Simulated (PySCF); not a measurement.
**Working out the ionisation energy of Cr²⁺**

Cr²⁺ [Ar] 3d4 (5D) → Cr³⁺ [Ar] 3d3 (4F). All numbers are calculated (PySCF 2.14, the non-relativistic Hamiltonian (point nucleus), in def2-QZVPPD (11s6p5d3f2g, 93 functions)). Frozen: [Ar]. Energies in hartree (1 hartree = 27.21139 eV):

| part | Cr²⁺ (lower) | Cr³⁺ (upper) |
| --- | --- | --- |
| UHF | -1042.583222 | -1041.485128 |
| CCSD correlation | -0.048216 | -0.021132 |
| (T) | -0.000419 | -0.000060 |

Q: What does Hartree-Fock give?

A: (-1041.485128) − (-1042.583222) = 1.098094 hartree = 29.881 eV.

Q: What do CCSD and CCSD(T) give?

A: The CCSD correlation energies differ by 0.027084 hartree = 0.737 eV and the triples by 0.000359 hartree = 0.010 eV, so CCSD gives 30.618 eV and CCSD(T) 30.628 eV.

Reference: 30.959 ± 0.025 eV (measured; NIST Atomic Spectra Database, ionization energies), between the lowest levels; spin-orbit coupling is absent from the calculation.

The calculation is non-relativistic.

What remains against the reference includes basis incompleteness, the frozen core and higher excitations.
